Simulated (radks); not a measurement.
Task: Coherent X-ray form factor from a spherical all-electron density. Calculated with a radial shooting solver on a logarithmic mesh with Libxc functionals: scalar-relativistic Kohn-Sham, LDA (Slater exchange, VWN5 correlation), spin-polarised, spherical densities, finite nucleus; Fermi nuclear charge, rms radius of each element as measured or else 0.836 A^(1/3) + 0.57 fm.

sin(theta)/lambda (1/angstrom)  f0 (electrons)
0.05                                    63.039
0.1                                     60.585
0.15                                    57.391
0.2                                     53.936
0.25                                    50.457
0.3                                     47.111
0.4                                     41.163
0.5                                     36.273
0.6                                     32.212
0.8                                     25.834
1                                       21.337
1.25                                    17.746
1.5                                     15.421
2                                       11.832

The species is in the configuration that NIST lists as its ground one. Which atom or ion scatters so?

Result: The terbium ion Tb+, [Xe] 4f9 6s1. Extrapolating in s^2 from the first two rows gives f0(0) = 63.9, near the electron count 64; among species with that count, the fall with angle is slower the higher Z, and the table is that of Z = 65; from so few rows the species is fixed only to a neighbour or two.
